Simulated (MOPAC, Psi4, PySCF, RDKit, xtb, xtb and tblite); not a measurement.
Two geometries of SMILES C=Cc1cccc(O)c1 (C8H8O), relaxed at GFN2-xTB with one dihedral held; other torsions can differ between them too.

Structure A

```
17

C     -2.8278    -0.9085     0.1963
C     -2.1217     0.1454    -0.1890
C     -0.6655     0.2504    -0.1315
C      0.0024     1.0396    -1.0693
C      1.3800     1.1290    -1.0545
C      2.1173     0.4460    -0.1029
C      1.4634    -0.3357     0.8423
O      2.1403    -1.0211     1.8053
C      0.0784    -0.4336     0.8232
H     -2.3635    -1.7874     0.6105
H     -3.9005    -0.9334     0.1075
H     -2.6258     0.9928    -0.6377
H     -0.5656     1.5758    -1.8152
H      1.8903     1.7370    -1.7870
H      3.1969     0.5213    -0.0883
H      3.0879    -0.8678     1.7092
H     -0.4038    -1.0351     1.5766
```

Structure B

```
17

C      0.8568     4.0092    -1.0723
C      1.1616     2.8243    -1.5678
C      0.9819     1.5571    -0.8296
C     -0.2109     0.8506    -0.9176
C     -0.3661    -0.3371    -0.2233
C      0.6565    -0.8334     0.5610
C      1.8540    -0.1313     0.6539
O      2.8434    -0.6438     1.4360
C      2.0119     1.0597    -0.0422
H      0.4520     4.1154    -0.0790
H      0.9963     4.9178    -1.6336
H      1.5667     2.7302    -2.5687
H     -1.0137     1.2363    -1.5278
H     -1.2957    -0.8821    -0.2933
H      0.5511    -1.7565     1.1080
H      3.6119    -0.0609     1.4132
H      2.9425     1.6090     0.0306
```

Which is lower in energy at the level B3LYP-D3(BJ)/def2-SVP // GFN2-xTB in Psi4, and by how much?

A is lower, by 4.15 kcal/mol (dihedral C1–C2–C3–C4: 150° in A, 90° in B).

E(B) − E(A) in kcal/mol at the other levels, on the same two geometries: GFN2-xTB (xtb and tblite) 2.92; MMFF94 // GFN2-xTB (RDKit) 0.83; B3LYP/def2-SVP // GFN2-xTB (Psi4) 4.04; PBE/def2-SVP // GFN2-xTB (Psi4) 4.35; PBE-D3(BJ)/def2-SVP // GFN2-xTB (Psi4) 4.40; UFF // GFN2-xTB (RDKit) 5.05; PM6, restricted, heats of formation // GFN2-xTB (MOPAC) 0.16; PM7, restricted, heats of formation // GFN2-xTB (MOPAC) 0.29; GFN1-xTB // GFN2-xTB (xtb) 2.73; restricted B3LYP/6-31G*, spherical d, density fitting // GFN2-xTB (PySCF) 3.88; restricted B3LYP/6-311+G**, spherical d, density fitting // GFN2-xTB (PySCF) 3.47; restricted MP2 (frozen core)/3-21G // GFN2-xTB (PySCF) 1.32; restricted B3LYP/LANL2DZ, density fitting // GFN2-xTB (PySCF) 4.58.
